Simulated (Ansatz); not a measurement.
Consider the formal exchange of groups at the Se–Al bond: `[F][AlH][SeH]` + `C=C(S)CF` → `C=C(S)C[SeH]` + `[F][AlH][F]`.

Gas-phase electronic energies from Ansatz, PBE0-D4/def2-TZVP geometries. CBS: MP2 limit from def2 TZ/QZ plus the TZ coupled-cluster correction, frozen cores. This one scheme is used for every species. DFT in def2-TZVPP. B3LYP here is the variant with VWN-RPA as its local correlation; programs differ in this. For Se outer-core shells are correlated without core-valence functions, which leaves a few kJ/mol of doubt a bond. Scalar relativity is left out up to krypton. Each species was taken in one conformer, which may not be the lowest.

`[F][AlH][SeH]`:

Z-matrix (Å, degrees):
```
Al
F 1 1.647
Se 1 2.302 2 115.9
H 1 1.570 2 119.6 3 180.0
H 3 1.470 1 90.0 2 -180.0
```

`C=C(S)CF`:

Z-matrix (Å, degrees):
```
C
F 1 1.374
C 1 1.495 2 111.7
H 1 1.097 2 107.9 3 -121.3
H 1 1.095 2 108.4 3 121.5
S 3 1.761 1 114.8 2 -179.8
C 3 1.326 1 123.7 2 5.3
H 6 1.345 3 97.0 1 39.7
H 7 1.082 3 121.4 1 -179.6
H 7 1.083 3 120.1 1 1.0
```

`C=C(S)C[SeH]`:

```xyz
11

C     0.801    1.644    0.395
C     0.224    0.449    0.496
S     0.308   -0.457    2.004
C    -0.594   -0.129   -0.608
Se    0.215   -1.783   -1.321
H     0.670    2.242   -0.500
H     1.397    2.060    1.197
H     0.290   -1.670    1.417
H    -1.587   -0.405   -0.257
H    -0.678    0.581   -1.429
H    -1.045   -2.532   -1.393
```

`[F][AlH][F]`:

Z-matrix (Å, degrees):
```
Al
F 1 1.639
F 1 1.639 2 118.0
H 1 1.559 2 121.0 3 180.0
```

```tsv
level	ΔE (kcal/mol)	difference from CCSD(T)/CBS
PBE-D4	-23.6	3.1
r2SCAN-D4	-23.5	3.2
PBE0-D4	-23.0	3.7
ωB97X-V	-23.2	3.5
ωB97M-V	-24.0	2.7
PBE	-22.3	4.4
PBE0	-21.8	4.9
B3LYP	-23.1	3.6
HF/def2-TZVPP	-19.8	6.9
CCSD/def2-TZVPP	-25.5	1.2
CCSD(T)/def2-TZVPP	-26.3	0.4
HF/def2-QZVPP	-20.5	6.2
MP2/def2-QZVPP	-30.4	-3.7
HF/CBS(def2)	-20.6	6.1
MP2/CBS(def2)	-30.3	-3.6
CCSD/CBS(def2)	-25.9	0.8
CCSD(T)/CBS	-26.7	0
```

Largest T1 diagnostic among the species: 0.013.

In def2-TZVPP, CCSD(T) changes the Hartree–Fock value by −6.6 kcal/mol (the triples alone add −0.8 kcal/mol) and MP2 by −10.2 kcal/mol. The D4 term adds −2.1 kcal/mol with B3LYP and −1.1 kcal/mol with PBE0; it sums over pairs of atoms, weighted by their polarisabilities, and B3LYP, whose exchange is more repulsive, gets the larger term.
